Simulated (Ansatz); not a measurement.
Compare A (`C[Se]C(C)=O`) with its isomer B (`OC1CC[Se]1`).

Calculated with Ansatz (gas phase, PBE0-D4/def2-TZVP geometries, no zero-point term in ΔE). CCSD(T)/CBS adds triple-zeta CCSD(T) − MP2 to the extrapolated MP2 energy (def2 sets, frozen cores). DFT in def2-TZVPP. B3LYP here is the variant with VWN-RPA as its local correlation; programs differ in this. For Se outer-core shells are correlated without core-valence functions, which leaves a few kJ/mol of doubt a bond. Scalar relativity is left out up to krypton. One conformer a species, not always the lowest.

A:

Z-matrix (Å, degrees):
```
C
Se 1 1.945
H 1 1.088 2 111.1
H 1 1.090 2 105.6 3 118.1
H 1 1.088 2 111.1 3 -123.8
C 2 1.939 1 102.5 3 62.3
O 6 1.197 2 117.9 1 -179.9
C 6 1.500 2 117.9 1 0.1
H 8 1.092 6 110.5 2 59.9
H 8 1.092 6 110.6 2 -59.1
H 8 1.089 6 108.6 2 -179.7
```

B:

```xyz
11

O    -1.514   -0.613   -0.897
C    -0.209   -0.140   -0.947
C     0.037    0.822    0.210
C     0.686   -0.130    1.214
Se    1.171   -1.398   -0.219
H    -1.617   -1.327   -1.532
H     0.060    0.221   -1.943
H    -0.882    1.306    0.551
H     0.746    1.593   -0.098
H     1.543    0.259    1.759
H    -0.020   -0.593    1.902
```

(1) Which is lower in electronic energy at CCSD(T)/CBS, and by how much? (An estimate is asked.)

(2) Give E(B) − E(A) in kJ/mol with PBE-D4, B3LYP, CCSD(T)/def2-TZVPP, r2SCAN-D4, HF/def2-TZVPP, MP2/def2-TZVPP, B2PLYP. (An estimate is asked.)

Largest T1 diagnostic: 0.013.

Answers

(1) The calculation gave: A, by 57.6 kJ/mol.

(2) The calculation gave: PBE-D4 73.9, B3LYP 83.6, CCSD(T)/def2-TZVPP 60.8, r2SCAN-D4 79.1, HF/def2-TZVPP 79.0, MP2/def2-TZVPP 57.4, B2PLYP 76.4. None reverses the order clearly.

From PBE to PBE0 (25 % exact exchange), in def2-TZVPP and without D4, E(B) − E(A) moves by −14.7 kJ/mol. In def2-TZVPP, CCSD(T) changes the Hartree–Fock value by −18.2 kJ/mol (the triples alone add +2.1 kJ/mol) and MP2 by −21.6 kJ/mol.
